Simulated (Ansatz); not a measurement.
Hf₂Si₂⁺. The state is a doublet with charge 1. Geometry PBE-D4/def2-SVP, that of the neutral singlet; atoms count from 1.

Cartesian coordinates in Å:
```
Hf -0.842 0.216 -1.358
Hf -0.232 0.954 1.279
Si -0.424 -1.436 0.500
Si 1.498 0.265 -0.421
```

In the def2 sets Hf takes a core potential; there is no spin–orbit coupling. The structure comes from a short search, and lower isomers may exist.

Estimate the Mulliken populations from the PBE0/def2-TZVP orbitals of Ansatz.


```json
{"atom": "Hf1", "charge (e)": "0.56", "spin (α − β)": "0.68", "d electrons": "2.30"}
{"atom": "Hf2", "charge (e)": "0.56", "spin (α − β)": "0.31", "d electrons": "2.29"}
{"atom": "Si3", "charge (e)": "-0.06", "spin (α − β)": "0.01", "d electrons": "–"}
{"atom": "Si4", "charge (e)": "-0.06", "spin (α − β)": "0.01", "d electrons": "–"}
```
Mulliken values depend strongly on the basis.

Where does the spin sit?

Summed by element: Hf 0.99, Si 0.01, of 1 unpaired in all. Largest on single atoms: Hf1 0.68, Hf2 0.31, Si4 0.01.

And the Mayer bond orders between heavy atoms (over 0.3)?

Hf1–Hf2 1.73 (2.81 Å); Hf1–Si3 1.37 (2.52 Å); Hf1–Si4 1.37 (2.52 Å); Hf2–Si3 1.38 (2.52 Å); Hf2–Si4 1.38 (2.52 Å); Si3–Si4 0.38 (2.73 Å).
